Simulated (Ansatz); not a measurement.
Cost and result for the atomization energy of `[SiH3][SiH2]B1C[SiH2]1` (14 atoms, 14 bonds).

```xyz
14

Si   -0.8847    1.5613   -2.1300
Si   -0.8571   -0.4945   -1.0017
B     0.2404   -0.2385    0.6233
C     0.0336   -0.3994    2.0892
Si    1.8576   -0.9048    1.3780
H     0.5010    1.9836   -2.4697
H    -1.6709    1.4620   -3.3898
H    -1.4989    2.6129   -1.2744
H    -2.2685   -0.8898   -0.7198
H    -0.2627   -1.5053   -1.9221
H    -0.8459   -0.8797    2.5140
H     0.5672    0.1744    2.8534
H     2.7624   -0.1863    2.3026
H     2.3265   -2.2959    1.1470
```

Charge 0, multiplicity 1. The structure was optimised at the PBE0-D4/def2-TZVP level. It is one conformer, not always the lowest. Program: Ansatz. All runs use 4 threads of an Arm Neoverse V1 on a shared host. Times are those of one run each, without the atoms' runs, and a repeat can differ threefold. Electronic energies, without spin–orbit coupling; frozen cores. CCSD(T)/CBS adds CCSD(T) − MP2 in def2-TZVPP to the MP2 limit, and its time is that of the two runs behind it. T1 = 0.015. B3LYP takes the VWN-RPA correlation (the form of Gaussian; ORCA's B3LYP/G).

CCSD(T)/CBS is a level of theory with its own doubt, some kJ/mol a heavy atom from the limit and from the frozen cores, so smaller differences don't rank the functionals.

```csv
level,functions,wall time,atomization (kJ/mol),difference from CCSD(T)/CBS,per bond
BLYP-D4/def2-TZVPP,314,4.5 s,4405.4,-35.5,-2.5
PBE-D4/def2-TZVPP (with forces),314,5 s,4469.7,28.8,2.1
BHLYP-D4/def2-TZVPP,314,7.5 s,4388.7,-52.2,-3.7
CCSD(T)/def2-SVP,127,8 s,4185.5,-255.4,-18.2
B3LYP-D4/def2-TZVPP (with forces),314,11 s,4450.6,9.7,0.7
B2PLYP/def2-TZVPP,314,12 s,4385.2,-55.7,-4.0
PBE-QIDH/def2-TZVPP,314,13 s,4419.9,-21.0,-1.5
ωB97X-V/def2-TZVPP,314,15 s,4482.1,41.2,2.9
B97M-V/def2-TZVPP,314,17 s,4504.3,63.4,4.5
ωB97M-V/def2-TZVPP (with forces),314,24 s,4455.8,14.9,1.1
MP2/def2-QZVPP,594,59 s,4394.6,-46.3,-3.3
CCSD(T)/def2-TZVPP,314,19 min,4333.6,-107.3,-7.7
CCSD(T)/CBS(def2),–,20 min,4440.9,0.0,0.0
```

The D4 term adds +53.6 kJ/mol with B3LYP and +28.5 kJ/mol with PBE0; it sums over pairs of atoms, weighted by their polarisabilities, and B3LYP, whose exchange is more repulsive, gets the larger term. From r2SCAN to r2SCAN0 (25 % exact exchange), in def2-TZVPP and without D4, the atomization energy moves by −38.6 kJ/mol: exact exchange takes away binding that semilocal exchange gives to molecules. At CCSD(T), def2-SVP lies −255.4 kJ/mol from the extrapolated value and def2-TZVPP −107.2 kJ/mol: correlation converges slowly with the basis, and small sets miss more of it in the bonded molecule than in its fragments.
